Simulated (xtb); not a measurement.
In(H)(PH2)2 (H5InP2), SMILES [PH2][InH][PH2]. All values are semi-empirical tight-binding results from xtb (GFN2-xTB unless named), good for trends rather than for accurate numbers. Geometry optimised at GFN2-xTB. The values are those of a single conformer.

Optimised geometry:

```xyz
8

In    -0.3370    -0.2293    -0.2816
H     -1.4771    -1.1289    -1.3432
P     -0.0148     2.2844    -0.6170
H      0.9926     2.0184    -1.5533
H      0.9072     2.2419     0.4341
P      0.8735    -1.5168     1.5738
H      2.0482    -0.8469     1.2120
H      1.1604    -2.5647     0.6962
```
Charge 0, spin multiplicity 1.

For metal compounds this method's bond lengths and energies can be far off.

Question: Estimate the properties. (The exact figures need the calculation; the answer reports its results.)

Answer: 
The orbital gap is 2.64 eV and the zero-point energy is 22.7 kcal/mol. The G − E(el) at 298.15 K (modified RRHO) is 1.5 kcal/mol.

Question: Give the atomic charges and the Wiberg bond orders between heavy atoms. (An estimate is asked for; the answer gives what the named calculation found.)

Answer: charges (e) In1 0.11, H2 -0.14, P3 -0.09, H4 0.05, H5 0.05, P6 -0.10, H7 0.05, H8 0.07. Bond orders In1–P3 0.86, In1–P6 0.87.
